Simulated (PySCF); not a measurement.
CH₄F₂GeO. Atoms are numbered in the order given.

```xyz
9

C      0.1466     1.9127     0.0000
Ge     0.0120     0.0069     0.0000
O      1.5869    -0.7602     0.0000
F     -0.8897    -0.5958    -1.3521
F     -0.8897    -0.5958     1.3521
H      0.6911     2.2400     0.8966
H     -0.8593     2.3540     0.0000
H      0.6911     2.2400    -0.8966
H      1.5340    -1.7263     0.0000
```

Geometry: r2SCAN-D4/def2-SVP. This is a generated structure with no PubChem entry under its InChIKey; it may be hypothetical. The values are those of a single conformer.

Calculation: PBE/def2-TZVP (PySCF).

The molecule is in vacuum.

Computed frontier levels, gap, dipole moment and polarisability:
```json
{
  "highest_occupied_level": "-7.89 eV",
  "lowest_empty_level": "-1.00 eV",
  "orbital_gap": "6.88 eV",
  "dipole_moment": "1.91 D",
  "quadrupole, principal values (traceless, Buckingham form, about the centre of nuclear charge)": "-5.92, -5.48, 11.41 D·Å",
  "mean_static_polarisability": "42.9 bohr³ (6.36 Å³)",
  "polarisability_principal_values": "38.7, 41.3, 48.8 bohr³"
}
```
